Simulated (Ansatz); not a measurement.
Ansatz (a first-principles code) input (B3LYP-D3(BJ)/def2-TZVP):

Ansatz 0.2 input:
```yaml
crystal:
  periodic: [false, false, false]
  atoms:
    - {symbol: C, position_ang: [1.83813159, -0.61973075, -0.86157786]}
    - {symbol: C, position_ang: [1.22081205, 0.76246223, -0.57195378]}
    - {symbol: C, position_ang: [-0.02324545, 0.68114232, 0.23621740]}
    - {symbol: C, position_ang: [0.07293477, 0.66036971, 1.71827763]}
    - {symbol: C, position_ang: [-1.33144631, 0.40301317, -0.41179003]}
    - {symbol: C, position_ang: [-1.83283101, -1.03272452, -0.17100948]}
    - {symbol: H, position_ang: [2.06063927, -1.13502636, 0.06942717]}
    - {symbol: H, position_ang: [2.76049197, -0.50921994, -1.42760423]}
    - {symbol: H, position_ang: [1.14831980, -1.22896448, -1.43975964]}
    - {symbol: H, position_ang: [1.96691349, 1.36168615, -0.04247782]}
    - {symbol: H, position_ang: [1.01292120, 1.24643388, -1.53097958]}
    - {symbol: H, position_ang: [0.80495395, 1.38858136, 2.07125623]}
    - {symbol: H, position_ang: [0.39745682, -0.31921194, 2.09152838]}
    - {symbol: H, position_ang: [-0.89064366, 0.88132516, 2.17431712]}
    - {symbol: H, position_ang: [-1.25540929, 0.57280081, -1.48785637]}
    - {symbol: H, position_ang: [-2.09336074, 1.08631550, -0.01608126]}
    - {symbol: H, position_ang: [-1.12656859, -1.75460202, -0.57277656]}
    - {symbol: H, position_ang: [-1.94851453, -1.22061305, 0.89313966]}
    - {symbol: H, position_ang: [-2.79520141, -1.18090086, -0.65615768]}
basis:
  gaussian:
    orbitals: def2-TZVP
hamiltonian:
  xc: b3lyp
  dispersion: d3bj
magnetization: {spin_polarized: true, initial_magnetization: 1}
relax: {f_tol: 0.002, max_steps: 150}
```

End of the output:

```
mean field: 2.00 GiB planned
mean field -6435.85268546 eV, -236.5132238130 hartree, gradient 1.1e-5 eV, S^2 0.754235; 0 other end points of the search recorded, 0 dependent functions left out
the calculation of the forces begins
reference -6435.85302491 eV, -236.5132362874 hartree; 25, 24 occupied and 239, 240 virtual orbitals, 1652 factors
relax step  18: F+E_penalty+E_count = -6436.53999211 eV  Δ(F+E_penalty+E_count) = -5.704e-7 eV  max|allowed force component| = 5.528e-4 eV/Å  Δτ_max = 0.0090 Å  (34 SCF iters, accepted)
these checks for a lower state are left out or cut short: starts, cluster_reference, orbital_swaps, neighbouring_geometries, increment
integrals: 0.22 GiB planned
1652 factors; their error is unknown
0.38 GiB of the device are held for the grids
1.62 GiB of device memory are held for the factors and their scratch space
mean field: 2.00 GiB planned
mean field -6435.85271543 eV, -236.5132249142 hartree, gradient 1.1e-5 eV, S^2 0.754236; 0 other end points of the search recorded, 0 dependent functions left out
the calculation of the forces begins
reference -6435.85305484 eV, -236.5132373876 hartree; 25, 24 occupied and 239, 240 virtual orbitals, 1652 factors
relax step  19: F+E_penalty+E_count = -6436.53999225 eV  Δ(F+E_penalty+E_count) = -1.315e-7 eV  max|allowed force component| = 3.528e-4 eV/Å  Δτ_max = 0.0047 Å  (34 SCF iters, accepted)
integrals: 0.22 GiB planned
1652 factors; their error is unknown
0.38 GiB of the device are held for the grids
1.62 GiB of device memory are held for the factors and their scratch space
mean field: 2.00 GiB planned
mean field evaluation 160: about -6435.8520 eV, gradient 4.8e-1 eV
mean field -6435.85271543 eV, -236.5132249142 hartree, gradient 1.1e-5 eV, S^2 0.754236; 1 other end points of the search recorded, 0 dependent functions left out
the calculation of the forces begins
reference -6435.85305484 eV, -236.5132373876 hartree; 25, 24 occupied and 239, 240 virtual orbitals, 1652 factors
Total energy: -6436.54033166 eV, -236.5384943449 hartree
Atom 0 at     1.885814    -0.617413    -0.768586 Å, force     0.000042    -0.000336     0.000084 eV/Å
Atom 1 at     1.185886     0.749801    -0.622760 Å, force    -0.000040     0.000155     0.000013 eV/Å
Atom 2 at    -0.043264     0.717860     0.224934 Å, force    -0.000100     0.000177    -0.000168 eV/Å
Atom 3 at     0.103509     0.645530     1.706980 Å, force    -0.000134    -0.000012     0.000257 eV/Å
Atom 4 at    -1.380216     0.437742    -0.380492 Å, force     0.000059     0.000135    -0.000001 eV/Å
Atom 5 at    -1.843394    -1.026501    -0.241759 Å, force    -0.000033    -0.000175     0.000036 eV/Å
Atom 6 at     2.164646    -1.019590     0.207058 Å, force    -0.000141     0.000190    -0.000353 eV/Å
Atom 7 at     2.794820    -0.527039    -1.367540 Å, force    -0.000057    -0.000018     0.000032 eV/Å
Atom 8 at     1.232312    -1.343204    -1.255071 Å, force     0.000199     0.000314     0.000201 eV/Å
Atom 9 at     1.907290     1.455162    -0.194116 Å, force    -0.000152    -0.000251    -0.000148 eV/Å
Atom 10 at     0.937117     1.122097    -1.621227 Å, force     0.000106    -0.000162     0.000284 eV/Å
Atom 11 at     0.947507     1.246956     2.055964 Å, force    -0.000118    -0.000073    -0.000084 eV/Å
Atom 12 at     0.285463    -0.379895     2.064387 Å, force     0.000074     0.000125    -0.000032 eV/Å
Atom 13 at    -0.798792     0.993455     2.217501 Å, force     0.000225    -0.000106    -0.000131 eV/Å
Atom 14 at    -1.369384     0.705991    -1.440684 Å, force     0.000008    -0.000072     0.000210 eV/Å
Atom 15 at    -2.136892     1.074165     0.095988 Å, force     0.000113    -0.000176    -0.000099 eV/Å
Atom 16 at    -1.155587    -1.706533    -0.746693 Å, force    -0.000134     0.000200     0.000116 eV/Å
Atom 17 at    -1.894761    -1.322520     0.807489 Å, force     0.000040     0.000099    -0.000241 eV/Å
Atom 18 at    -2.835717    -1.162928    -0.677235 Å, force     0.000044    -0.000016     0.000024 eV/Å
Dipole moment:     0.002997    -0.023918     0.000324 e Å
```

It need not be the lowest isomer of its formula.
